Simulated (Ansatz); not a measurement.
`CC[Se]C` + `C[O][Hf]([F])([Cl])[S]C` → `C[O][Hf]([F])([Cl])[Se]C` + `CCSC`  (formal exchange of groups at the Se–C bond)

Program: Ansatz. Geometries: PBE0-D4/def2-TZVP. ΔE: electronic, gas phase. CBS: MP2 limit from def2 TZ/QZ plus the TZ coupled-cluster correction, frozen cores. Functionals use def2-TZVPP. B3LYP here is the variant with VWN-RPA as its local correlation; programs differ in this. HSE06 is defined as in plane-wave codes. Elements past krypton have def2 core potentials. For Hf, Se outer-core shells are correlated without core-valence functions, which leaves a few kJ/mol of doubt a bond. Scalar relativity is left out up to krypton. Each species was taken in one conformer, which may not be the lowest.

| level | ΔE (kJ/mol) |
| --- | --- |
| B3LYP-D4 | -5.9 |
| PBE0 | -6.4 |
| HSE06 | -6.4 |
| HF/def2-SVP | -7.2 |
| CCSD/def2-SVP | -10.2 |
| CCSD/def2-TZVPP | -3.1 |
| CCSD(T)/def2-TZVPP | -2.6 |
| CCSD/CBS(def2) | -5.7 |

**Question.** What does CCSD(T)/CBS give? (An estimate is asked.)

**Answer.** Ansatz gave: -5.2 kJ/mol. The listed levels differ from it by -0.7, -1.2, -1.2, -2.0, -5.0, 2.1, 2.6, -0.5 kJ/mol.

Largest T1 diagnostic among the species: 0.015.

Leaving LDA and LC-ωPBE aside and taking each functional with its dispersion term where it has one, the values, not all of them listed here, spread over 6.8 kJ/mol, from BHLYP-D4 to B97M-V. At CCSD(T), def2-SVP lies −4.9 kJ/mol from the extrapolated value and def2-TZVPP +2.7 kJ/mol. From BLYP to BHLYP (50 % exact exchange), in def2-TZVPP and without D4, ΔE moves by −3.0 kJ/mol.
